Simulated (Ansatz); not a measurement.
Clusters of 3 atoms, alloy: PBE0-D4/def2-TZVP single points in Ansatz on relaxed structures, gas phase. Each cluster is the lowest isomer that a short search found in that spin, judged at the geometry's level, and lower ones may exist. Core potentials for Ag, Au, Sn, Te, no spin–orbit coupling. HOMO and LUMO are taken over both spins. Binding counts from free atoms in the multiplicity of their measured ground term, without zero-point energy. Singlets are spin-restricted. The spins of the ions were chosen, not always searched. A dash marks a value that wasn't run or was left out as unsound. The structures are stationary points that may keep the symmetry of their start. Remarks come from the PBE and PBE0 runs and from stability tests at other levels; not every state was tested.

| species | atoms | state | geometry | HOMO (eV) | LUMO (eV) | gap (eV) | vertical IE (eV) | binding per atom (eV) | lowest of the spins relaxed | point group (within 0.1 Å) |
| --- | --- | --- | --- | --- | --- | --- | --- | --- | --- | --- |
| SiAu2 | 3 | singlet | PBE-D4/def2-TZVP | -6.50 | -3.18 | 3.32 | 8.25 | 1.99 | singlet, of singlet/triplet/quintet | C2v |
| Cu2Se⁺ | 3 | doublet | r2SCAN-D4/def2-TZVP | -12.33 | -9.43 | 2.89 | – | – | doublet, of doublet/quartet | C2v |
| AgTe2 | 3 | doublet; oxidised ion triplet | PBE0-D4/def2-TZVP | -5.45 | -3.56 | 1.88 | 7.25 | 1.52 | doublet, of doublet/quartet | C2v |
| Ag2Te | 3 | singlet | r2SCAN-D4/def2-TZVP | -5.46 | -2.67 | 2.79 | 7.18 | 1.42 | singlet, of singlet/triplet/quintet | C2v |
| Sn2Au | 3 | doublet; oxidised ion triplet | B3LYP-D4/def2-TZVP | -5.03 | -3.25 | 1.78 | 6.69 | 1.78 | doublet, of doublet/quartet | C2v |
| Li2Al⁺ | 3 | singlet | PBE-D4/def2-TZVP | -8.33 | -5.67 | 2.65 | – | – | singlet, of singlet/triplet/quintet | D∞h |

Q: Estimate the rows for Ag2Ge (singlet, PBE0-D4/def2-TZVP geometry); AlCu2 (doublet; oxidised ion singlet, PBE-D4/def2-TZVP geometry).

A: 
| species | atoms | state | geometry | HOMO (eV) | LUMO (eV) | gap (eV) | vertical IE (eV) | binding per atom (eV) | lowest of the spins relaxed | point group (within 0.1 Å) | remarks |
| --- | --- | --- | --- | --- | --- | --- | --- | --- | --- | --- | --- |
| Ag2Ge | 3 | singlet | PBE0-D4/def2-TZVP | -5.30 | -2.97 | 2.33 | 7.03 | 1.27 | singlet, of singlet/triplet/quintet | C2v | – |
| AlCu2 | 3 | doublet; oxidised ion singlet | PBE-D4/def2-TZVP | -4.94 | -2.76 | 2.18 | – | 1.24 | doublet, of doublet/quartet | C2v | restricted SCF unstable in HF (+1 singlet) |

The gap (eV) runs from 1.78 (Sn2Au) to 3.32 (SiAu2). The vertical IE (eV) runs from 6.69 (Sn2Au) to 8.25 (SiAu2).
